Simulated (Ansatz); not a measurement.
Ansatz (a first-principles code) input (wB97X-V/def2-TZVPD):

Ansatz 0.2 input:
```yaml
crystal:
  periodic: [false, false, false]
  atoms:
    - {symbol: Al, position_ang: [-0.43822740, -0.34384189, -0.42576356]}
    - {symbol: O, position_ang: [0.58408405, 0.40884427, 0.57893268]}
    - {symbol: H, position_ang: [1.02428373, 1.19919039, 0.90346484]}
basis:
  gaussian:
    orbitals: def2-TZVPD
hamiltonian:
  xc: {name: wB97X-V}
total_charge: 1
magnetization: {spin_polarized: true, initial_magnetization: 1}
output: {forces: true}
```

End of the output:

```
integrals: 0.03 GiB planned
508 factors; their error is unknown
integrals: 0.06 GiB planned
168 factors; integrals over basis functions are off by at most 3.4e-5 eV
mean field: 0.39 GiB planned
mean field evaluation 1: about -8633.4000 eV, gradient 7.5e1 eV
mean field evaluation 2: about -8573.4639 eV, gradient 1.2e2 eV
mean field evaluation 4: about -8651.3950 eV, gradient 2.7e0 eV
mean field evaluation 8: about -8651.4820 eV, gradient 1.2e-1 eV
mean field evaluation 16: about -8651.4937 eV, gradient 3.8e-4 eV
mean field -8651.49373504 eV, -317.9365305696 hartree, gradient 8.6e-5 eV, S^2 0.751235; 0 other end points of the search recorded, 0 dependent functions left out
the calculation of the forces begins
reference -8651.49373437 eV, -317.9365305449 hartree; 11, 10 occupied and 81, 82 virtual orbitals, 508 factors
Total energy: -8651.49373437 eV, -317.9365305449 hartree
Atom 0 at    -0.438227    -0.343842    -0.425764 Å, force     0.104971     0.057014     0.107861 eV/Å
Atom 1 at     0.584084     0.408844     0.578933 Å, force    -0.086533     0.023164    -0.105181 eV/Å
Atom 2 at     1.024284     1.199190     0.903465 Å, force    -0.018437    -0.080178    -0.002680 eV/Å
Dipole moment:    -0.426265    -0.164211    -0.453606 e Å
```
